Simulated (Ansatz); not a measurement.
Gas-phase electronic energies from Ansatz, PBE0-D4/def2-TZVP geometries. CCSD(T)/CBS adds triple-zeta CCSD(T) − MP2 to the extrapolated MP2 energy (def2 sets, frozen cores). This one scheme is used for every species. Functionals use def2-TZVPP. HSE06 is defined as in plane-wave codes. For Ge outer-core shells are correlated without core-valence functions, which leaves a few kJ/mol of doubt a bond. Scalar relativity is left out up to krypton. One conformer a species, not always the lowest.

`O[CH2][GeH3]` + H₂ → `[CH3][GeH3]` + H₂O  (hydrogenolysis of a C–O bond)

```json
{"level": "PBE-D4", "ΔE (kJ/mol)": "-125.7"}
{"level": "B97M-V", "ΔE (kJ/mol)": "-135.6"}
{"level": "HSE06-D4", "ΔE (kJ/mol)": "-132.6"}
{"level": "r2SCAN", "ΔE (kJ/mol)": "-130.4"}
{"level": "r2SCANh", "ΔE (kJ/mol)": "-132.7"}
{"level": "CAM-B3LYP", "ΔE (kJ/mol)": "-131.7"}
{"level": "SCS-MP2/def2-QZVPP", "ΔE (kJ/mol)": "-136.3"}
{"level": "MP2/CBS(def2)", "ΔE (kJ/mol)": "-139.8"}
```

What does CCSD(T)/CBS give? (Estimate.)

The calculation gave: -136.5 kJ/mol. The listed levels differ from it by 10.8, 0.9, 3.9, 6.1, 3.8, 4.8, 0.2, -3.3 kJ/mol.

What do rigid-rotor, harmonic-oscillator terms from PBE0-D4/def2-TZVP frequencies (298.15 K, 1 bar) make of the CCSD(T)/CBS value? (Best estimate.)

The calculation gave: ΔZPE = +16.1 kJ/mol, ΔH = -121.9 kJ/mol, ΔS = 20 J/(mol·K), ΔG = -127.8 kJ/mol.

Largest T1 diagnostic among the species: 0.011.

From PBE to PBE0 (25 % exact exchange), in def2-TZVPP and without D4, ΔE moves by −6.5 kJ/mol. In def2-TZVPP, CCSD(T) changes the Hartree–Fock value by +7.1 kJ/mol (the triples alone add +2.9 kJ/mol) and MP2 by +3.7 kJ/mol. Leaving LDA and LC-ωPBE aside and taking each functional with its dispersion term where it has one, the values, not all of them listed here, spread over 16.8 kJ/mol, from PBE-QIDH to BLYP-D4. LDA lies +3.6 kJ/mol from PBE without D4.
